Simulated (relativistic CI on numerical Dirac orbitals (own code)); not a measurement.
Transition arrays of Pr15+

Method of calculation: Dirac-Coulomb-Breit CI, orbitals from a KLI potential per configuration, model QED, valence Slater integrals scaled by 0.9, whole transition arrays (own radial code, finite nucleus).

Configurations in the expansion (outside the closed core [Ar] 3d10 4s2): 4p6 4d8, 4p6 4d7 4f, 4p5 4d9, 4p6 4d7 5p, 4p6 4d7 5f. Levels of other configurations are missing.

All E1 lines from the levels of 4p6 4d8; mean and standard deviation are weighted by gf, and upper levels are sorted by their leading configuration.

```
Upper configuration  Lines    Σgf  Mean (eV)  Mean (nm)  σ (eV)  Strongest line (nm)
         4p6 4d7 4f    743  407.5     150.03      8.264    2.85                8.214
            4p5 4d9     38    1.6     105.47     11.756    2.25               11.642
         4p6 4d7 5p    466   40.9     158.10      7.842    4.77                8.284
         4p6 4d7 5f    721   10.9     246.82      5.023    3.02                4.993
```

Σgf per state of the lower configuration in bins of 0.1 nm over the central range (centre: value): 5.05: 0.11, 7.55: 0.06, 7.65: 0.15, 7.75: 0.27, 7.85: 0.24, 7.95: 0.14, 8.05: 0.53, 8.15: 0.81, 8.25: 5.11, 8.35: 2.34, 8.45: 0.08.

How do configuration mixing and the scaling of the Slater integrals move the arrays?

Slater scale 0.9, no configuration mixing: 4p6 4d7 4f 147.2 ± 5.0 eV (Σgf 339.1), 4p5 4d9 123.8 ± 10.2 eV (Σgf 44.9), 4p6 4d7 5p 161.0 ± 2.7 eV (Σgf 44.7), 4p6 4d7 5f 246.3 ± 3.0 eV (Σgf 21.2); Slater scale 1: 4p6 4d7 4f 153.0 ± 2.9 eV (Σgf 388.1), 4p5 4d9 104.2 ± 2.4 eV (Σgf 1.4), 4p6 4d7 5p 156.5 ± 4.0 eV (Σgf 68.9), 4p6 4d7 5f 247.0 ± 3.2 eV (Σgf 10.6); Slater scale 0.8: 4p6 4d7 4f 147.0 ± 2.8 eV (Σgf 397.2), 4p5 4d9 106.8 ± 2.1 eV (Σgf 1.8), 4p6 4d7 5p 158.2 ± 5.2 eV (Σgf 42.5), 4p6 4d7 5f 246.7 ± 2.8 eV (Σgf 11.2). With mixing, levels are counted to their leading configuration, so an array can shrink or vanish into another, and the sums then hold other lines.
